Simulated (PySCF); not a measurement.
C$_{7}$H$_{7}$ (SMILES [CH2]c1ccccc1), doublet, at a GFN2-xTB geometry; WB97X/6-31G** run with PySCF.

Here is a job for PySCF.
```python
from pyscf import gto, scf, dft

mol = gto.M(
    atom='''
C     2.36069093   -0.21824476    0.05084697
C     0.98821196   -0.09135973    0.02128512
C     0.36211980    1.18191722   -0.09473152
C    -1.00389933    1.29830754   -0.12331928
C    -1.81299592    0.16761062   -0.03905016
C    -1.22914590   -1.09186356    0.07522167
C     0.13502389   -1.22787791    0.10543951
H     3.00174025    0.64238924   -0.01294849
H     2.82985766   -1.18151771    0.13855539
H     0.98887353    2.05936443   -0.16014177
H    -1.46011120    2.27413088   -0.21190846
H    -2.88758400    0.26695578   -0.06219573
H    -1.85980917   -1.96720581    0.14040063
H     0.58700044   -2.20505324    0.19408455
''',
    basis='6-31g**',
    spin=1,
    verbose=4,
)

mf = dft.UKS(mol)
mf.xc = 'wb97x'
mf.kernel()
```

Question: Write the output that PySCF gives for this input, abridged.

Answer: 
```
PySCF version 2.14.0

[INPUT] verbose = 4
[INPUT] num. atoms = 14
[INPUT] num. electrons = 49
[INPUT] charge = 0
[INPUT] spin (= nelec alpha-beta = 2S) = 1
[INPUT] symmetry False subgroup None
[INPUT] Mole.unit = angstrom
[INPUT] Symbol           X                Y                Z      unit          X                Y                Z       unit  Magmom
[INPUT]  1 C      2.360690930000  -0.218244760000   0.050846970000 AA    4.461059322445  -0.412422824521   0.096086847564 Bohr   0.0
[INPUT]  2 C      0.988211960000  -0.091359730000   0.021285120000 AA    1.867449957420  -0.172644868514   0.040223047329 Bohr   0.0
[INPUT]  3 C      0.362119800000   1.181917220000  -0.094731520000 AA    0.684307246282   2.233499847707  -0.179016628164 Bohr   0.0
[INPUT]  4 C     -1.003899330000   1.298307540000  -0.123319280000 AA   -1.897094790334   2.453445676058  -0.233039665079 Bohr   0.0
[INPUT]  5 C     -1.812995920000   0.167610620000  -0.039050160000 AA   -3.426065753754   0.316738167369  -0.073794107520 Bohr   0.0
[INPUT]  6 C     -1.229145900000  -1.091863560000   0.075221670000 AA   -2.322749118132  -2.063323093793   0.142148354932 Bohr   0.0
[INPUT]  7 C      0.135023890000  -1.227877910000   0.105439510000 AA    0.255158172373  -2.320352964303   0.199251796608 Bohr   0.0
[INPUT]  8 H      3.001740250000   0.642389240000  -0.012948490000 AA    5.672466969583   1.213939728967  -0.024469099827 Bohr   0.0
[INPUT]  9 H      2.829857660000  -1.181517710000   0.138555390000 AA    5.347655948903  -2.232744883223   0.261831740182 Bohr   0.0
[INPUT] 10 H      0.988873530000   2.059364430000  -0.160141770000 AA    1.868700143532   3.891634763371  -0.302624086403 Bohr   0.0
[INPUT] 11 H     -1.460111200000   2.274130880000  -0.211908460000 AA   -2.759210279410   4.297484534616  -0.400448952878 Bohr   0.0
[INPUT] 12 H     -2.887584000000   0.266955780000  -0.062195730000 AA   -5.456742921676   0.504473311570  -0.117532895817 Bohr   0.0
[INPUT] 13 H     -1.859809170000  -1.967205810000   0.140400630000 AA   -3.514529975255  -3.717480211553   0.265318738416 Bohr   0.0
[INPUT] 14 H      0.587000440000  -2.205053240000   0.194084550000 AA    1.109270066599  -4.166946713685   0.366766644509 Bohr   0.0

nuclear repulsion = 261.776135773609
number of shells = 63
number of NR pGTOs = 238
number of NR cGTOs = 133
basis = 6-31g**
ecp = {}

******** <class 'pyscf.dft.uks.UKS'> ********
method = UKS
initial guess = minao
damping factor = 0
level_shift factor = 0
DIIS = <class 'pyscf.scf.diis.CDIIS'>
diis_start_cycle = 1
diis_space = 8
diis_damp = 0
SCF conv_tol = 1e-09
SCF conv_tol_grad = None
SCF max_cycles = 50
direct_scf = True
direct_scf_tol = 1e-13
number electrons alpha = 25  beta = 24
XC library pyscf.dft.libxc version 7.1.2
    S. Lehtola, C. Steigemann, M. J. T. Oliveira, and M. A. L. Marques,  SoftwareX 7, 1–5 (2018)
XC functionals = wb97x
    J.-D. Chai and M. Head-Gordon,  J. Chem. Phys. 128, 084106 (2008)
radial grids:
    Treutler-Ahlrichs [JCP 102, 346 (1995); DOI:10.1063/1.469408] (M4) radial grids

becke partition: Becke, JCP 88, 2547 (1988); DOI:10.1063/1.454033
pruning grids: <function nwchem_prune>
grids dens level: 3
symmetrized grids: False
atomic radii adjust function: <function treutler_atomic_radii_adjust>
small_rho_cutoff = 0
Set gradient conv threshold to 3.16228e-05
tot grids = 167488
init E= -272.384578847365

cycle= 1 E= -270.810538310811  delta_E= 1.57  |g|= 0.174  |ddm|= 2.61
cycle= 2 E= -270.834095419524  delta_E= -0.0236  |g|= 0.0665  |ddm|= 0.388
cycle= 3 E= -270.837712577715  delta_E= -0.00362  |g|= 0.0304  |ddm|= 0.106
cycle= 4 E= -270.839043799759  delta_E= -0.00133  |g|= 0.0131  |ddm|= 0.0558
cycle= 5 E= -270.839564181596  delta_E= -0.00052  |g|= 0.00906  |ddm|= 0.0326
cycle= 6 E= -270.839810993906  delta_E= -0.000247  |g|= 0.00292  |ddm|= 0.032
cycle= 7 E= -270.839837495041  delta_E= -2.65e-05  |g|= 0.00176  |ddm|= 0.00944
cycle= 8 E= -270.839845377077  delta_E= -7.88e-06  |g|= 0.00108  |ddm|= 0.00388
cycle= 9 E= -270.839852316016  delta_E= -6.94e-06  |g|= 0.000514  |ddm|= 0.00543
cycle= 10 E= -270.839853928953  delta_E= -1.61e-06  |g|= 0.000254  |ddm|= 0.00298
cycle= 11 E= -270.839854207182  delta_E= -2.78e-07  |g|= 0.000136  |ddm|= 0.00106
cycle= 12 E= -270.839854303263  delta_E= -9.61e-08  |g|= 5.88e-05  |ddm|= 0.000675
cycle= 13 E= -270.839854324322  delta_E= -2.11e-08  |g|= 1.82e-05  |ddm|= 0.00037
cycle= 14 E= -270.839854325517  delta_E= -1.19e-09  |g|= 9.16e-06  |ddm|= 9.26e-05
cycle= 15 E= -270.839854325614  delta_E= -9.73e-11  |g|= 4.64e-06  |ddm|= 1.38e-05
Extra cycle  E= -270.839854325655  delta_E= -4.09e-11  |g|= 3.3e-06  |ddm|= 9.07e-06
converged SCF energy = -270.839854325655  <S^2> = 0.82377642  2S+1 = 2.0724637
```
